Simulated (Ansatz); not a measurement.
These are B3LYP-D3(BJ)/def2-TZVP (Ansatz, a program for electronic structure) values and carry that method's errors. No frequencies were computed at this level.

Ansatz 0.2 input:
```yaml
crystal:
  periodic: [false, false, false]
  atoms:
    - { symbol: C, position_ang: [-2.768289, -0.115196, -0.158541] }
    - { symbol: C, position_ang: [-1.535831, -0.430759, 0.083743] }
    - { symbol: C, position_ang: [-0.296957, -0.749996, 0.298655] }
    - { symbol: C, position_ang: [0.816327, -0.524947, -0.676979] }
    - { symbol: Si, position_ang: [1.940833, 0.910419, -0.111765] }
    - { symbol: H, position_ang: [-3.163433, 0.860471, 0.080228] }
    - { symbol: H, position_ang: [-3.461918, -0.815722, -0.598025] }
    - { symbol: H, position_ang: [-0.011959, -1.182731, 1.249971] }
    - { symbol: H, position_ang: [0.402263, -0.307196, -1.662257] }
    - { symbol: H, position_ang: [1.405368, -1.440224, -0.764335] }
    - { symbol: H, position_ang: [1.153297, 2.14152, -0.054724] }
    - { symbol: H, position_ang: [3.041659, 1.049866, -1.067382] }
    - { symbol: H, position_ang: [2.478631, 0.60449, 1.216023] }
basis:
  gaussian: { orbitals: def2-tzvp }
hamiltonian:
  xc: b3lyp
  dispersion: d3bj
relax:
  max_steps: 150
```

Output:

```
Functional definition: B3LYP
1333 factors; their error is unknown
mean field evaluation 1: about -12146.7343 eV, gradient 6.5e1 eV
mean field evaluation 2: about -12141.1139 eV, gradient 7.7e1 eV
mean field evaluation 4: about -12156.8201 eV, gradient 7.7e0 eV
mean field evaluation 8: about -12156.9638 eV, gradient 1.3e-1 eV
mean field evaluation 16: about -12156.9774 eV, gradient 4.2e-4 eV
mean field -12156.97736882 eV, -446.7606780088 hartree, gradient 3.6e-5 eV, S^2 0.000000; 0 other end points of the search recorded, 0 dependent functions left out
reference -12156.97768237 eV, -446.7606895315 hartree; 23, 23 occupied and 186, 186 virtual orbitals, 1333 factors
relax step   1: F+E_penalty+E_count = -12157.45554813 eV  Δ(F+E_penalty+E_count) = +0.000e0 eV  max|allowed force component| = 6.225e-1 eV/Å  Δτ_max = 0.0000 Å  (30 SCF iters, accepted)
these checks for a lower state are left out or cut short: starts, cluster_reference, orbital_swaps, neighbouring_geometries, increment
1333 factors; their error is unknown
mean field -12156.98758137 eV, -446.7610533133 hartree, gradient 1.1e-5 eV, S^2 0.000000; 0 other end points of the search recorded, 0 dependent functions left out
reference -12156.98789450 eV, -446.7610648206 hartree; 23, 23 occupied and 186, 186 virtual orbitals, 1333 factors
relax step   2: F+E_penalty+E_count = -12157.46341116 eV  Δ(F+E_penalty+E_count) = -7.863e-3 eV  max|allowed force component| = 4.152e-1 eV/Å  Δτ_max = 0.0508 Å  (31 SCF iters, accepted)
these checks for a lower state are left out or cut short: starts, cluster_reference, orbital_swaps, neighbouring_geometries, increment
1333 factors; their error is unknown
mean field evaluation 32: about -12157.0023 eV, gradient 1.1e-5 eV
mean field -12157.00231431 eV, -446.7615947389 hartree, gradient 1.1e-5 eV, S^2 0.000000; 0 other end points of the search recorded, 0 dependent functions left out
reference -12157.00262881 eV, -446.7616062964 hartree; 23, 23 occupied and 186, 186 virtual orbitals, 1333 factors
relax step   3: F+E_penalty+E_count = -12157.47776416 eV  Δ(F+E_penalty+E_count) = -1.435e-2 eV  max|allowed force component| = 2.854e-1 eV/Å  Δτ_max = 0.0589 Å  (31 SCF iters, accepted)
these checks for a lower state are left out or cut short: starts, cluster_reference, orbital_swaps, neighbouring_geometries, increment
1333 factors; their error is unknown
mean field -12157.00449703 eV, -446.7616749522 hartree, gradient 1.0e-5 eV, S^2 0.000000; 0 other end points of the search recorded, 0 dependent functions left out
reference -12157.00481104 eV, -446.7616864918 hartree; 23, 23 occupied and 186, 186 virtual orbitals, 1333 factors
relax step   4: F+E_penalty+E_count = -12157.48021298 eV  Δ(F+E_penalty+E_count) = -2.449e-3 eV  max|allowed force component| = 1.393e-1 eV/Å  Δτ_max = 0.0068 Å  (32 SCF iters, accepted)
these checks for a lower state are left out or cut short: starts, cluster_reference, orbital_swaps, neighbouring_geometries, increment
1333 factors; their error is unknown
mean field -12157.00521326 eV, -446.7617012731 hartree, gradient 1.0e-5 eV, S^2 0.000000; 0 other end points of the search recorded, 0 dependent functions left out
reference -12157.00552698 eV, -446.7617128023 hartree; 23, 23 occupied and 186, 186 virtual orbitals, 1333 factors
relax step   5: F+E_penalty+E_count = -12157.48115532 eV  Δ(F+E_penalty+E_count) = -9.423e-4 eV  max|allowed force component| = 4.172e-2 eV/Å  Δτ_max = 0.0056 Å  (34 SCF iters, accepted)
these checks for a lower state are left out or cut short: starts, cluster_reference, orbital_swaps, neighbouring_geometries, increment
1333 factors; their error is unknown
mean field -12157.00496117 eV, -446.7616920091 hartree, gradient 1.0e-5 eV, S^2 0.000000; 0 other end points of the search recorded, 0 dependent functions left out
reference -12157.00527502 eV, -446.7617035428 hartree; 23, 23 occupied and 186, 186 virtual orbitals, 1333 factors
relax step   6: F+E_penalty+E_count = -12157.48101095 eV  Δ(F+E_penalty+E_count) = +1.444e-4 eV  max|allowed force component| = 9.181e-2 eV/Å  Δτ_max = 0.0118 Å  (33 SCF iters, rejected (line search))
these checks for a lower state are left out or cut short: starts, cluster_reference, orbital_swaps, neighbouring_geometries, increment
1333 factors; their error is unknown
mean field -12157.00547237 eV, -446.7617107955 hartree, gradient 1.0e-5 eV, S^2 0.000000; 0 other end points of the search recorded, 0 dependent functions left out
reference -12157.00578610 eV, -446.7617223248 hartree; 23, 23 occupied and 186, 186 virtual orbitals, 1333 factors
relax step   7: F+E_penalty+E_count = -12157.48147111 eV  Δ(F+E_penalty+E_count) = -3.158e-4 eV  max|allowed force component| = 2.823e-2 eV/Å  Δτ_max = 0.0058 Å  (33 SCF iters, accepted)
these checks for a lower state are left out or cut short: starts, cluster_reference, orbital_swaps, neighbouring_geometries, increment
1333 factors; their error is unknown
mean field evaluation 64: about -12157.0061 eV, gradient 4.6e-1 eV
mean field -12157.00639133 eV, -446.7617445665 hartree, gradient 1.0e-5 eV, S^2 0.000000; 0 other end points of the search recorded, 0 dependent functions left out
reference -12157.00670512 eV, -446.7617560982 hartree; 23, 23 occupied and 186, 186 virtual orbitals, 1333 factors
relax step   8: F+E_penalty+E_count = -12157.48199686 eV  Δ(F+E_penalty+E_count) = -5.258e-4 eV  max|allowed force component| = 2.346e-2 eV/Å  Δτ_max = 0.0266 Å  (32 SCF iters, accepted)
these checks for a lower state are left out or cut short: starts, cluster_reference, orbital_swaps, neighbouring_geometries, increment
1333 factors; their error is unknown
mean field -12157.00645916 eV, -446.7617470593 hartree, gradient 1.0e-5 eV, S^2 0.000000; 0 other end points of the search recorded, 0 dependent functions left out
reference -12157.00677295 eV, -446.7617585907 hartree; 23, 23 occupied and 186, 186 virtual orbitals, 1333 factors
relax step   9: F+E_penalty+E_count = -12157.48208153 eV  Δ(F+E_penalty+E_count) = -8.467e-5 eV  max|allowed force component| = 1.136e-2 eV/Å  Δτ_max = 0.0090 Å  (33 SCF iters, accepted)
these checks for a lower state are left out or cut short: starts, cluster_reference, orbital_swaps, neighbouring_geometries, increment
1333 factors; their error is unknown
mean field -12157.00635731 eV, -446.7617433161 hartree, gradient 1.0e-5 eV, S^2 0.000000; 0 other end points of the search recorded, 0 dependent functions left out
reference -12157.00667098 eV, -446.7617548435 hartree; 23, 23 occupied and 186, 186 virtual orbitals, 1333 factors
relax step  10: F+E_penalty+E_count = -12157.48203960 eV  Δ(F+E_penalty+E_count) = +4.194e-5 eV  max|allowed force component| = 1.760e-2 eV/Å  Δτ_max = 0.0107 Å  (33 SCF iters, rejected (line search))
these checks for a lower state are left out or cut short: starts, cluster_reference, orbital_swaps, neighbouring_geometries, increment
1333 factors; their error is unknown
mean field -12157.00645774 eV, -446.7617470070 hartree, gradient 1.0e-5 eV, S^2 0.000000; 0 other end points of the search recorded, 0 dependent functions left out
reference -12157.00677150 eV, -446.7617585373 hartree; 23, 23 occupied and 186, 186 virtual orbitals, 1333 factors
relax step  11: F+E_penalty+E_count = -12157.48211132 eV  Δ(F+E_penalty+E_count) = -2.978e-5 eV  max|allowed force component| = 5.586e-3 eV/Å  Δτ_max = 0.0053 Å  (32 SCF iters, accepted)
1333 factors; their error is unknown
mean field evaluation 96: about -12157.0065 eV, gradient 1.0e-5 eV
mean field -12157.00645774 eV, -446.7617470070 hartree, gradient 1.0e-5 eV, S^2 0.000000; 1 other end points of the search recorded, 0 dependent functions left out
reference -12157.00677150 eV, -446.7617585373 hartree; 23, 23 occupied and 186, 186 virtual orbitals, 1333 factors
Total energy: -12157.48242507 eV, -446.7792384839 hartree
Atom 0 at    -2.790761    -0.119371    -0.139846 Å, force    -0.001051    -0.001045     0.001147 eV/Å
Atom 1 at    -1.548812    -0.439759     0.079135 Å, force     0.001400    -0.000820    -0.000599 eV/Å
Atom 2 at    -0.303240    -0.759601     0.287042 Å, force    -0.002417     0.001311     0.005586 eV/Å
Atom 3 at     0.823263    -0.523848    -0.683243 Å, force     0.003094    -0.000671    -0.004828 eV/Å
Atom 4 at     1.939994     0.895579    -0.124102 Å, force    -0.000889     0.001893     0.001845 eV/Å
Atom 5 at    -3.176270     0.861714     0.116120 Å, force    -0.000127     0.001656    -0.000252 eV/Å
Atom 6 at    -3.487578    -0.822881    -0.582935 Å, force    -0.000648     0.000420    -0.000432 eV/Å
Atom 7 at    -0.040289    -1.200606     1.245669 Å, force     0.001284    -0.001406    -0.001759 eV/Å
Atom 8 at     0.430856    -0.290569    -1.674785 Å, force    -0.000404     0.000268    -0.001037 eV/Å
Atom 9 at     1.433527    -1.426912    -0.779448 Å, force     0.000316    -0.000187     0.001275 eV/Å
Atom 10 at     1.174056     2.163196    -0.106213 Å, force     0.000503    -0.001313    -0.000513 eV/Å
Atom 11 at     3.095127     1.037519    -1.044876 Å, force     0.000197    -0.000476     0.000621 eV/Å
Atom 12 at     2.450118     0.625534     1.242093 Å, force    -0.001259     0.000371    -0.001055 eV/Å
Dipole moment:    -0.002838    -0.093672    -0.066565 e Å
```

Cost: very roughly 2.5 core-minutes.
